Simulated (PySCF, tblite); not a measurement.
Isomers of C8H11F. All values are computed: GFN2-xTB (tblite) harmonic vibrations without scaling, gas phase. This tight-binding method is rough: wavenumbers can miss measured ones by several per cent, in bad cases by 10 to 20. One conformer each.

Electronic energies: PBE0/pcSseg-1 single points on the GFN2-xTB geometries (PySCF, gas phase).

```csv
SMILES,"electronic energy, lowest = 0 (kJ/mol)"
C=C=C1CCC[C@H]1CF,66.4
C#C[C@H](CF)/C(C)=C/C,174.0
C=C=C[C@H](/C=C\C)CF,156.2
CC[C@@H]1[C@H]2C=C(F)C[C@H]21,22.9
C=C=C[C@@H]1C[C@H](C)[C@H]1F,135.5
C=CC(=C)C(=C)CCF,106.4
FC[C@H]1[C@@H]2C=C[C@H]1CC2,0.0
```

Question: How do GFN2-xTB zero-point energies change the relative energies?

Answer: 
```csv
SMILES,ZPE (kJ/mol),of it from modes above 1550 cm⁻¹,electronic (kJ/mol),"with ZPE, lowest = 0 (kJ/mol)",lowest mode (cm⁻¹),rings
FC[C@H]1[C@@H]2C=C[C@H]1CC2,447.6,208.3,0.0,0.0,57,2
CC[C@@H]1[C@H]2C=C(F)C[C@H]21,441.6,209.6,22.9,16.8,73,2
C=C=C1CCC[C@H]1CF,437.9,209.6,66.4,56.7,50,1
C=CC(=C)C(=C)CCF,428.7,231.3,106.4,87.4,37,0
C=C=C[C@@H]1C[C@H](C)[C@H]1F,433.0,211.3,135.5,120.9,35,1
C=C=C[C@H](/C=C\C)CF,426.1,221.8,156.2,134.6,10i,0
C#C[C@H](CF)/C(C)=C/C,426.9,224.0,174.0,153.3,25,0
```

The zero-point energies span 21.5 kJ/mol, from `C=C=C[C@H](/C=C\C)CF` to `FC[C@H]1[C@@H]2C=C[C@H]1CC2`. Slightly imaginary modes are left out of the zero-point energy: `C=C=C[C@H](/C=C\C)CF` 9.7i cm⁻¹. The order is unchanged.

Question: And how do the electronic energies of GFN2-xTB itself compare?

Answer: `FC[C@H]1[C@@H]2C=C[C@H]1CC2` 0.0; `CC[C@@H]1[C@H]2C=C(F)C[C@H]21` 37.0; `C=C=C1CCC[C@H]1CF` 94.0; `C=CC(=C)C(=C)CCF` 183.6; `C=C=C[C@@H]1C[C@H](C)[C@H]1F` 157.1; `C=C=C[C@H](/C=C\C)CF` 224.9; `C#C[C@H](CF)/C(C)=C/C` 205.6 kJ/mol, lowest = 0. Against the energies above, taken from the same isomer `FC[C@H]1[C@@H]2C=C[C@H]1CC2`, the largest difference is 77.2 kJ/mol.

Question: What do entropy and thermal enthalpy add at 298.15 K and 1 bar (rigid rotor, harmonic oscillator, one conformer each)?

Answer: 
```csv
SMILES,point group,symmetry number,S (J/(mol K)),H − H(0) (kJ/mol),ZPE + H − H(0) − TS (kJ/mol)
FC[C@H]1[C@@H]2C=C[C@H]1CC2,C1,1,358.7,22.09,362.8
CC[C@@H]1[C@H]2C=C(F)C[C@H]21,C1,1,379.5,25.08,353.5
C=C=C1CCC[C@H]1CF,C1,1,396.9,26.70,346.3
C=CC(=C)C(=C)CCF,C1,1,425.8,29.88,331.6
C=C=C[C@@H]1C[C@H](C)[C@H]1F,C1,1,409.7,28.14,339.0
C#C[C@H](CF)/C(C)=C/C,C1,1,453.0,32.66,324.5
```

Not tabulated: `C=C=C[C@H](/C=C\C)CF` (lowest mode only 10i cm⁻¹).
